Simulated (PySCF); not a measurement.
A structure optimised at B3LYP-D3(BJ)/def2-SVP, used in a PySCF frequency run:

```xyz
10

C     -2.0076    -0.0114     2.5013
C     -1.2822    -0.4611     1.6434
C     -0.3876    -0.9914     0.6188
C      0.5141     0.0790    -0.0001
Cl     1.6970    -0.7004    -1.1070
Cl    -0.4479     1.3212    -0.8615
H     -2.6576     0.3858     3.2579
H      0.2677    -1.7647     1.0534
H     -0.9603    -1.4725    -0.1911
H      1.0965     0.6075     0.7626
```
Charge 0, spin multiplicity 1.

Task: Write its SMILES and formula.

Result: C#CCC(Cl)Cl, C4H4Cl2

Task: What are its rotational constants (standard atomic weights)?

Result: 3.5417, 1.4393, 1.0618 GHz
